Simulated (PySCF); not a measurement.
## Choosing a basis for TDDFT

Compound: calcium monoxide, CaO.
Numbering: `[O:1]=[Ca:2]`

TDDFT with PBE0 (PySCF), vertical singlets, core orbitals frozen in the response, spherical d and f functions. Isolated species at its PBE0-D3(BJ)/def2-SVP geometry, gas phase.

Problem. Compare def2-SVP, 6-31G*, def2-SVPD, def2-TZVP and def2-TZVPD for this molecule.

Solution. 

| basis | functions | diffuse | S1 (eV) | S2 (eV) | S3 (eV) | S4 (eV) | S5 (eV) | LUMO (eV) | α (au) |
| --- | --- | --- | --- | --- | --- | --- | --- | --- | --- |
| def2-SVP | 38 | no | 1.76 | 1.86 | 1.86 | 3.96 | 3.96 | -1.66 | 35.3 |
| 6-31G* | 46 | no | 1.91 | 1.91 | 1.91 | 3.39 | 3.39 | -1.85 | 44.4 |
| def2-SVPD | 50 | yes | 1.97 | 1.98 | 1.98 | 3.50 | 3.50 | -1.89 | 45.6 |
| def2-TZVP | 67 | no | 1.90 | 1.91 | 1.91 | 3.43 | 3.43 | -1.88 | 43.3 |
| def2-TZVPD | 76 | yes | 1.93 | 1.95 | 1.95 | 3.48 | 3.48 | -1.88 | 47.1 |

States are compared by their number. Against the largest diffuse basis here (def2-TZVPD, itself not a converged limit), sets without diffuse functions differ by up to 0.17 eV in S1 and 0.49 eV in S5; the smaller diffuse sets differ by up to 0.03 and 0.03 eV. S1 is led by HOMO-2/HOMO-1→LUMO (89%) in 6-31G* and by HOMO→LUMO (96%) in def2-TZVPD. State by state, the largest deviation of a set without diffuse functions is S1 0.17, S2 0.08, S3 0.08, S4 0.49, S5 0.49 eV. The same number needn't mean the same state in each row. Against def2-TZVPD the polarisability deviates by -25% in def2-SVP, -6% in 6-31G*, -3% in def2-SVPD, -8% in def2-TZVP.
